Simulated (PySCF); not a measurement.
PySCF 2.14 output of an unrestricted BP86 calculation on a single atom or ion in aug-cc-pV(T+d)Z with one added diffuse shell each of s, p, d, f type (7s6p5d3f, 71 functions), with no relativity, point nucleus:

```
SCF conv_tol = 1e-09
number electrons alpha = 7  beta = 6
    A. D. Becke.,  Phys. Rev. A 38, 3098 (1988)
    J. P. Perdew.,  Phys. Rev. B 33, 8822 (1986)
cycle= 1 E= -339.733574410836  delta_E= -0.00624  |g|= 0.0241  |ddm|= 0.223
cycle= 2 E= -339.733705869196  delta_E= -0.000131  |g|= 0.00549  |ddm|= 0.0604
cycle= 3 E= -339.7337109636  delta_E= -5.09e-06  |g|= 0.00051  |ddm|= 0.0063
cycle= 4 E= -339.733711106003  delta_E= -1.42e-07  |g|= 0.00012  |ddm|= 0.000721
cycle= 5 E= -339.733711112829  delta_E= -6.83e-09  |g|= 1.97e-06  |ddm|= 0.000239
cycle= 6 E= -339.733711112832  delta_E= -3.13e-12  |g|= 1.48e-07  |ddm|= 1e-05
converged SCF energy = -339.733711112832  <S^2> = 0.75103683  2S+1 = 2.0010366
```

The run itself started from symmetry-adapted Hartree-Fock orbitals and held the occupation by maximum overlap, on a logarithmic radial grid, so the iterations belong to that start.

Problem. Which element, charge and spin multiplicity is this?

Solution. P²⁺ (phosphorus, charge +2), multiplicity 2; the state was [Ne] 3s2 3d1, 2D determinant (an excited configuration).

The outer electron is Rydberg-like, and this basis confines it to a smaller radius and binds it less than a complete one would.
